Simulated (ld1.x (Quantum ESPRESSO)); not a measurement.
**Before and after: TM potential for Ca**

ld1.x (Quantum ESPRESSO) 7.5 input, shortened:

```
&input
   title='Ca', zed=20., rel=1, dft='PBE', iswitch=3,
   config='[Ar] 3d0 4s2 4p0'
 /
 &inputp
   pseudotype=2, tm=.true., lloc=-2, rcloc=1.60,
   nlcc=.false.
 /
3
4S  1  0   2.00   0.00  3.55  3.55  0.0
3P  2  1   6.00   0.00  1.55  1.55  0.0
3D  3  2   0.00   0.00  1.70  1.70  0.0
 &test
   configts(1)='3p6 3d0 4s2 4p0'
 /
```

Change: core correction a·sin(br)/r model core inside 1.78 bohr.

Cutoffs: the cutoffs (Ry, on a coarse ladder) from which the occupation-weighted sum of valence levels, in a spherical-Bessel basis at the reference potential, stays within 10 and 1 mRy of its value at 400 Ry; they do not see the model core or the augmentation charge, which bear on the density cutoff. Errors are all-electron minus pseudo energies relative to the spin-unpolarised reference configuration.

How do hardness, ghosts and transferability respond?

The potential gets neither clearly harder nor softer (30 Ry and 55 Ry → 30 Ry and 55 Ry); both files keep a bound ghost (s); of the 6 tests that both files solve, the error grows in 3 and shrinks in 1 by more than 15 % and 0.3 meV (median size 3.1 → 5.4 meV). A model core, the more so a compact one, raises the density cutoff, which this test does not measure.

```csv
quantity,base,changed
"cutoff, loose",30 Ry,30 Ry
"cutoff, tight",55 Ry,55 Ry
bound ghosts,s,s
"tests counted (converged, no solver errors)",6 of 7,6 of 7
"error for 3p6 3d0 4s1 4p0, meV [ΔE 6.31 eV]",-1.4,-4.1
"error for 3p6 3d0 4s0 4p0, meV [ΔE 18.13 eV]",+39,-1.6
"error for 3p6 3d0 4s1.5 4p0, meV [ΔE 2.50 eV]",-0.9,-1.2
"error for 3p6 3d0 4s1 4p1, meV [ΔE 2.42 eV]",-4.8,-6.7
"error for 3p6 3d0.5 4s1.5 4p0, meV [ΔE 1.05 eV]",-15,-17
"error for 3p6 3d0 4s0 4p1, meV [ΔE 9.36 eV]",+0.2,-13
s: phases at 3.85 bohr within 0.05 rad from the reference energy up to (Ry; the scan ends near 5),1.7,1.7
p: phases at 3.85 bohr within 0.05 rad from the reference energy up to (Ry; the scan ends near 5),2.5,2.5
d: phases at 3.85 bohr within 0.05 rad from the reference energy up to (Ry; the scan ends near 5),3.1,3.1
```

Base: The cutoffs count occupied waves only; the empty 3d level needs 50 Ry at the loose tolerance. Tests not counted: 3p5 3d0 4s2 4p0 (solver errors, printed error -12.8 eV). ld1.x printed “convergence not achieved” for 3 of the counted tests; their residual had stalled under 1e-8, short of the target of 1e-14. Changed file: The cutoffs count occupied waves only; the empty 3d level needs 50 Ry at the loose tolerance. Tests not counted: 3p5 3d0 4s2 4p0 (solver errors, printed error -12.9 eV). A true bound ghost makes a file unfit for plane-wave use even where its test errors are small: the radial tests pick states by their node count and pass the ghost by. Where a test does run into it, the solver fails or the error is huge.
